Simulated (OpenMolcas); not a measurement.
# Ru4+: effect of the metal basis

Ru4+ with 6 ligands (fluoride) in octahedral coordination (Oh) at 2.04 Å. A charge of +0.333 e stands 2.6 Å behind each ligand.

- Program: OpenMolcas
- Method: CASSCF
- Spin-orbit coupling: RASSI with atomic mean-field integrals over the reference wave functions

Fixed: ligand basis ANO-RCC-VDZP, active space 4 electrons in 5 orbitals (4d), DKH2 Hamiltonian.

States (labels of O, the rotations of Oh). Energies in cm-1 above the lowest state or level, χT in cm3 K/mol; under a threefold ground state the first gap can be a small split of the lowest multiplet, not the spin-orbit step.

| Run | Metal basis | Ground state | First state of that spin | First gap with spin-orbit (degeneracies) | χT at 300 K | First state of another spin | Cost |
| --- | --- | --- | --- | --- | --- | --- | --- |
| A | ANO-RCC-VDZP | 3T1 | 3E 18744 | 835.0 (1, 3) | 1.005 | 5E 2730 | roughly 40 core-seconds |
| B | ANO-RCC-VTZP | 3T1 | 3E 18473 | 809.2 (1, 3) | 1.045 | 5E 2114 | roughly 60 core-seconds |

Against A, the first state of the same spin changes by -1.4 % in B.

Costs are those of the RASSCF and RASSI steps.

An orbital triplet at a regular site is open to Jahn-Teller coupling, which can distort the site and quench the lowest spin-orbit gaps and is left out. Without dynamic correlation the repulsion within the d shell is too large (B by tens of per cent), so at a given field states of lower spin stand too high. This shell can be high or low spin here, a state of another spin lies low, and with metal d orbitals alone active their balance is uncertain, so the ground spin may be wrong, although the usual error favours high spin. With metal d orbitals alone the field can be off either way by tens of per cent. Ligand-to-metal charge-transfer states are missing. With no ligand orbital active B as a rule stays too high, so bands that hang on it stand too high and its fall with covalency is understated. The least metal-like active orbital is 75 % on the metal (Löwdin) and no ligand orbital is active, so the numbers are rough (holds for A). The least metal-like active orbital is 76 % on the metal (Löwdin) and no ligand orbital is active, so the numbers are rough (holds for B). No measured value stands beside these numbers; the geometry was imposed, not optimised, and the real ion may take another.
